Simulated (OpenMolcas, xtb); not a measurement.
# A ladder of methods for SnH2Cl2 (SMILES [Cl][SnH2][Cl])

SnH2Cl2: 5 atoms, total charge 0, spin state singlet. SMILES: `[Cl][SnH2][Cl]`. The shape is that of a PBE0-D4/def2-TZVP optimisation.

Quantity: the HOMO–LUMO gap, in eV. The values are calculated.

| level | kind | program | value (eV) |
| --- | --- | --- | --- |
| GFN2-xTB | semi-empirical | xtb | 4.30 |
| HF/def2-SVPD (core potential) | Hartree–Fock | OpenMolcas | 13.59 |
| SVWN5/def2-SVPD (core potential) | LDA | OpenMolcas | 5.04 |
| PBE/def2-SVPD (core potential) | GGA | OpenMolcas | 5.19 |
| TPSS/def2-SVPD (core potential) | meta-GGA | OpenMolcas | 5.49 |
| r2SCAN/def2-SVPD (core potential) | meta-GGA | OpenMolcas | 5.82 |
| PBE0/def2-SVPD (core potential) | global hybrid | OpenMolcas | 7.44 |
| B2PLYP/def2-SVPD (core potential) | double hybrid | OpenMolcas | 9.81 |

The values span 4.30 to 13.59 eV. Orbital gaps aren't excitation energies, and those of double hybrids come from the SCF part alone; they tend to grow with the share of exact exchange.
